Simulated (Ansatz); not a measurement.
Species: SbH2 (charge 0, doublet). 
Coordinates optimised at B3LYP-D3(BJ)/def2-TZVP (Ansatz, a quantum-chemistry and plane-wave program):
```
Sb
H 1 1.7178
H 1 1.7178 2 90.34
```
Charge 0, spin multiplicity 2.

Quantity: atomisation energy (electronic, to ground-state atoms), in eV. Cores are frozen in the correlated levels unless marked. Open shells are spin-unrestricted. No spin-orbit coupling. The frozen core is the preceding noble-gas configuration, with the filled d and f shells of earlier blocks. Past Kr the def2 sets carry scalar-relativistic core potentials. The coupled-cluster limit lacks core correlation, which all-electron functionals hold. CBS marks a two-point X^-3 extrapolation of the correlation energy; Hartree-Fock from the larger set.

```
level                                        program  atomisation energy (eV)
------------------------------------  --------------  -----------------------
HF/def2-QZVPPD                                Ansatz                     3.48
SVWN5/def2-TZVPD                              Ansatz                     6.35
PBE0-D3(BJ)/def2-TZVP                 Ansatz + dftd3                     5.36
MP2/def2-TZVPP                                Ansatz                     4.85
CCSD/def2-TZVPP                               Ansatz                     5.17
CCSD(T)/def2-QZVPPD                           Ansatz                     5.34
CCSD(T)/CBS(def2-TZVPPD,def2-QZVPPD)          Ansatz                     5.40
```
